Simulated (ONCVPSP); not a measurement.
# An odd input for ONCVPSP 4.0.1 (aluminium (Al))

Command:

```bash
oncvpsp.x < Al.dat > Al.out
```

Input:

```
# ATOM AND REFERENCE CONFIGURATION
# atsym  z   nc   nv     iexc    psfile
  Al 13.00    3    2  -106131      upf
#
#   n    l    f
    1    0    2.00
    2    0    2.00
    2    1    6.00
    3    0    2.00
    3    1    1.00
#
# PSEUDOPOTENTIAL AND OPTIMIZATION
# lmax
    2
#
#   l,   rc,      ep,       ncon, nbas, qcut
    0    1.95    0.00    4    8    3.10
    1    7.00    0.00    4    8    3.90
    2    2.45    0.40    4    7    3.80
#
# LOCAL POTENTIAL
# lloc, lpopt,  rc(5),   dvloc0
    4    3    1.20    4.00
#
# VANDERBILT-KLEINMAN-BYLANDER PROJECTORs
# l, nproj, debl
    0    2    1.30
    1    3    1.20
    2    3    0.70
#
# MODEL CORE CHARGE
# icmod, fcfact, rcfact
    3    4.00    1.05
#
# LOG DERIVATIVE ANALYSIS
# epsh1, epsh2, depsh
   -2.00    5.00    0.02
#
# OUTPUT GRID
# rlmax, drl
    6.00    0.01
#
# TEST CONFIGURATIONS
# ncnf
    4
# nvcnf
#   n    l    f
    2
    3    0    2.00
    3    1    0.00
#
    2
    3    0    1.00
    3    1    0.00
#
    2
    3    0    2.00
    3    1    0.50
#
    2
    3    0    0.00
    3    1    3.00
#
```

This is an input that runs to its end, with one change: rc of l = 1 set to 7.00 bohr. The unchanged file is no sound one. Note: ghosts flagged at negative energy: d at -70.6 eV; no localised positive-energy state flagged. A true bound ghost makes a file unfit for plane-wave use.

Q: How does the run end?

A: The program refuses the input: "test_data: must have rlmax>rcmax".

```
ONCVPSP  (Optimized Norm-Conservinng Vanderbilt PSeudopotential)
scalar-relativistic version 4.0.1

test_data: must have rlmax>rcmax
ERROR: test_data found   1 ERROR; stopping
```
